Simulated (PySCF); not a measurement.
Trends in electronic spectra. Computed, not measured: TDDFT CAM-B3LYP/def2-SVPD, vertical, gas phase, core orbitals frozen in the response (PySCF). Geometries: GFN2-xTB; one conformer of each isolated species. Triplets are in the Tamm–Dancoff approximation. Ions are computed without counter-ions or solvent.

Question: Rank by computed lowest singlet excitation energy, lowest first.
A. `Fc1ccnnn1`
B. `F[Si@H]1OC=C(C1)OC`
C. `O=C(O)[SiH2]/C=C\CF`
D. `CO[C@@]1(F)[SiH2][C@@H]1C=O`
E. `C#CC(=S)N(C)C`
F. `C[NH2+]C`
G. `O=C(OCC=C)[SiH2]F`
H. `c1ncsn1`

Answer: E (2.84 eV), A (3.57 eV), D (4.24 eV), G (4.88 eV), C (5.10 eV), H (5.32 eV), B (5.86 eV), F (10.48 eV).

| SMILES | S1 (eV) | HOMO (eV) | f (S1) | T1 (eV) | LUMO (eV) | S1 mainly |
| --- | --- | --- | --- | --- | --- | --- |
| C#CC(=S)N(C)C | 2.84 | -7.35 | 0.000 | 2.55 | -0.73 | H→L (98%) |
| Fc1ccnnn1 | 3.57 | -8.97 | 0.005 | 2.61 | -1.22 | H→L (97%) |
| CO[C@@]1(F)[SiH2][C@@H]1C=O | 4.24 | -8.55 | 0.003 | 3.68 | -0.21 | H→L (53%) |
| C=CCOC(=O)[SiH2]F | 4.88 | -9.16 | 0.003 | 4.23 | -0.09 | H→L (59%) |
| O=C(O)[SiH2]/C=C\CF | 5.10 | -9.19 | 0.002 | 4.22 | 0.22 | H→L (54%) |
| c1ncsn1 | 5.32 | -9.50 | 0.001 | 4.10 | -0.38 | H-1→L (98%) |
| COC1=CO[Si@H](F)C1 | 5.86 | -7.56 | 0.013 | 4.15 | 1.21 | H→L (68%) |
| C[NH2+]C | 10.48 | -18.11 | 0.015 | 10.23 | -4.12 | H→L (96%) |

H and L stand for HOMO and LUMO.

Mean S1 by what the SMILES shows (count): a double or triple bond but no aromatic ring 4.58 eV (5); an aromatic ring 4.44 eV (2).

- `C#CC(=S)N(C)C`: Löwdin shares by element: HOMO sulfur 71%, carbon 20% or more; LUMO carbon 41% or more, sulfur 24%, nitrogen 13% (atoms not listed hold the other 22%).
- `Fc1ccnnn1`: Löwdin shares by element: HOMO nitrogen 87%, carbon 5% or more; LUMO nitrogen 42% or more, carbon 37% or more (atoms not listed hold the other 21%).
- `CO[C@@]1(F)[SiH2][C@@H]1C=O`: Löwdin shares by element: HOMO oxygen 36% or more, carbon 24% or more, silicon 12% (atoms not listed hold the other 27%); LUMO silicon 31%, carbon 28% or more, oxygen 15% or more (atoms not listed hold the other 26%).
- `C=CCOC(=O)[SiH2]F`: Löwdin shares by element: HOMO carbon 45% or more, oxygen 29% or more (atoms not listed hold the other 26%); LUMO oxygen 29%, silicon 26%, carbon 25% or more (atoms not listed hold the other 20%).
- `O=C(O)[SiH2]/C=C\CF`: Löwdin shares by element: HOMO oxygen 66%, carbon 15% or more, silicon 11%; LUMO carbon 49% or more, silicon 17% (atoms not listed hold the other 34%).
- `c1ncsn1`: Löwdin shares by element: HOMO sulfur 38%, carbon 36%, nitrogen 17% or more; LUMO nitrogen 33%, carbon 26% or more, sulfur 25% (atoms not listed hold the other 16%).
- `COC1=CO[Si@H](F)C1`: Löwdin shares by element: HOMO carbon 50% or more, oxygen 38%; LUMO carbon 37% or more, silicon 14% (atoms not listed hold the other 48%).
- `C[NH2+]C`: Löwdin shares by element: HOMO carbon 53%, hydrogen 29% or more (atoms not listed hold the other 18%); LUMO hydrogen 37% or more, nitrogen 17%, carbon 13% or more (atoms not listed hold the other 34%).
